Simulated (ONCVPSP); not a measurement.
# Configuration tests for chlorine (Cl) (ONCV)

* Element: chlorine (Cl)
* Generator: ONCVPSP 4.0.1
* Type: optimised norm-conserving Vanderbilt (ONCV)
* Functional: LDA (Perdew-Wang 92)
* Relativity: scalar-relativistic
* Frozen core: [Ne]
* Valence charge: 7
* Reference configuration: 3s2 3p5
* Partial waves: 3s: rc 1.30 bohr, ncon 4, nbas 7, qcut 4.9 1/bohr, 2 projectors, debl 3.5 Ha; 3p: rc 1.05 bohr, ncon 4, nbas 8, qcut 8.4 1/bohr, 2 projectors, debl 3.2 Ha; d scattering state at 0.12 Ha: rc 1.30 bohr, ncon 3, nbas 6, qcut 7.8 1/bohr, 2 projectors, debl 0.3 Ha
* Local potential: polynomial inside 0.75 bohr (lpopt 2, dvloc0 0 Ha)
* Core correction: none

Energies are relative to the spin-unpolarised reference configuration 3s2 3p5; without spin polarisation the order of configurations can differ from experiment.

```tsv
valence configuration	charge	ΔE all-electron (eV)	error AE − PS (meV)
3s2 3p4	+1	13.969	+1.0
3s2 3p3	+2	39.496	+15
3s1 3p6	0	12.051	+1.5
```

Problem. What are ΔE and the potential's error for 3s2 3p2?

Solution. ΔE = 77.891 eV all-electron; the error (AE − PS) is +73 meV.

Levels in the configuration 3s1 3p6:

```
level  all-electron (eV)  pseudo (eV)
   3s            -21.344      -21.339
   3p             -9.235       -9.234
```

Note: ghosts flagged at negative energy: p at -102.9 eV; GHOST(+) flagged for s at 205.3 eV. A true bound ghost makes a file unfit for plane-wave use.
